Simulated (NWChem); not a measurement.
System: AlGeH5; SMILES [AlH2][GeH3]

```xyz
7

Al    -0.0333    -1.7105    -0.0006
Ge    -0.0805     0.7795    -0.0088
H     -1.5029     1.3900    -0.1064
H      0.5594     1.3687     1.2791
H      0.7363     1.3752    -1.1882
H      1.3639    -2.4732    -0.0008
H     -1.3768    -2.5635     0.0099
```
Atoms are numbered in this order, from 1.

Computed with NWChem. Pople sets run with spherical d functions. STO-3G and 3-21G are far too small for this property and stand as cheap habits. Coordinates come from a B3LYP/6-31G* (spherical d) optimisation. GIAO values for the isolated, static molecule; σ is the absolute isotropic shielding, δ = σ(reference) − σ with the isolated reference molecule computed at the same levels (1H: tetramethylsilane).

For level B3LYP/6-31G*:

- σ Al1 (ppm): 294.8
- σ Ge2 (ppm): 1845.9
- δ H3 (rotor mean) (ppm): 3.56
- δ H6 (ppm): 6.73
- δ H7 (ppm): 6.77

### Question
Estimate the same quantities for level Hartree-Fock/STO-3G.

### Answer
- σ Al1 (ppm): 333.6
- σ Ge2 (ppm): 2448.9
- δ H3 (rotor mean) (ppm): 0.83
- δ H6 (ppm): 3.14
- δ H7 (ppm): 3.14
